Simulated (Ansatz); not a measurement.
A made-up structure of AlSiH4Se (charge +1), singlet:

```json
{"atom": "Al1", "x (Å)": "2.1483", "y (Å)": "-1.2698", "z (Å)": "-0.3042"}
{"atom": "Si2", "x (Å)": "0.9320", "y (Å)": "0.4460", "z (Å)": "0.2778"}
{"atom": "Se3", "x (Å)": "-1.6093", "y (Å)": "0.4854", "z (Å)": "0.0364"}
{"atom": "H4", "x (Å)": "-2.0459", "y (Å)": "-0.8335", "z (Å)": "-0.5553"}
{"atom": "H5", "x (Å)": "-2.2502", "y (Å)": "1.7698", "z (Å)": "0.5050"}
{"atom": "H6", "x (Å)": "1.8822", "y (Å)": "1.4633", "z (Å)": "0.7926"}
{"atom": "H7", "x (Å)": "0.9462", "y (Å)": "-2.0808", "z (Å)": "-0.7600"}
```

It is relaxed with PBE-D4/def2-SVP and then PBE0-D4/def2-TZVP (Ansatz 0.2.0). Atoms count as bonded within 1.22 times the sum of their covalent radii (H–H: 0.88 Å). The end point is not checked to be a true minimum.

Problem. Does its bonding change? (Judge from chemistry; the calculation decides.)

Solution. By the calculation: No: no bond forms or breaks.

Where it ends: The first stage lowers the energy by 4.00 eV in 29 steps. It ends as AlSiH₄Se ([AlH][SiH][SeH2]), total charge +1:
Al1  (1.325, -1.270, -0.201)
Si2  (0.853, 1.033, -0.812)
Se3  (-1.388, 1.083, 0.317)
H4  (-2.210, 0.825, -0.877)
H5  (-1.771, -0.212, 0.912)
H6  (1.461, 1.291, 0.566)
H7  (1.733, -2.770, 0.087)
(Å)

Labels in which every atom is bracketed show which atoms are joined, not bond orders.

For scale, one of the runs: PBE0-D4/def2-TZVP relaxation, 146 basis functions, launched by `ansatz run in.yaml --threads 2 --pin off --events-out ev --progress --plain --max-ram 4352MiB`. Hardware: 2 CPU threads of an Arm Neoverse V1, shared host. Wall time about 45 s.
